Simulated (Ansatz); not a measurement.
`C#[C][Ga]([Cl])[Cl]` + H–F → `C#[C][Ga]([F])[Cl]` + HCl at 700 K and 1 bar (ligand exchange at a Ga–Cl bond).

Program: Ansatz. Geometries: PBE0-D4/def2-TZVP. ΔE: electronic, gas phase. CCSD(T)/CBS is the MP2 limit (def2-TZVPP, def2-QZVPP) plus CCSD(T) − MP2 in def2-TZVPP, frozen cores. This one scheme is used for every species. For Ga outer-core shells are correlated without core-valence functions, which leaves a few kJ/mol of doubt a bond. Scalar relativity is left out up to krypton.

```tsv
species	CCSD(T)/CBS energy (Eh)	H − E (kJ/mol)	S (J/(mol·K))
`C#[C][Ga]([Cl])[Cl]`	-2920.25663	119.2	444.6
H–F	-100.39570	45.2	198.5
`C#[C][Ga]([F])[Cl]`	-2560.25724	119.9	437.5
HCl	-460.38127	38.4	211.8
```

H − E and S are ideal-gas, rigid-rotor, harmonic terms from PBE0-D4/def2-TZVP. 1 Eh = 2625.50 kJ/mol, R = 8.31446 J/(mol·K).

Q: By hand: ΔE, ΔH, ΔS and ΔG.

A: ΔE = (-2560.25724) + (-460.38127) − (-2920.25663) − (-100.39570) = 0.01382 Eh = 36.3 kJ/mol. Δ(H − E) = 119.9 + 38.4 − 119.2 − 45.2 = -6.1, so ΔH = 30.2 kJ/mol. ΔS = 437.5 + 211.8 − 444.6 − 198.5 = 6.2 J/(mol·K). ΔG = 30.2 − 700 × (6.2)/1000 = 25.9 kJ/mol.

Q: By hand: the equilibrium constant, and the temperature at which ΔG would vanish if ΔH and ΔS stayed fixed.

A: log₁₀ K = −ΔG/(RT ln 10) = -1.9. ΔG = 0 at ΔH/ΔS = 4871 K, far beyond where these terms or the molecules hold.

The number of gas molecules stays the same, so ΔS is small and ΔH decides. A doubt of 5 kJ/mol in ΔE shifts log₁₀ K by 0.4 here. These are equilibria of isolated gas molecules and say nothing of rates. Largest T1 diagnostic: 0.014 (customary marks: 0.02 for closed shells, 0.045 for open ones).
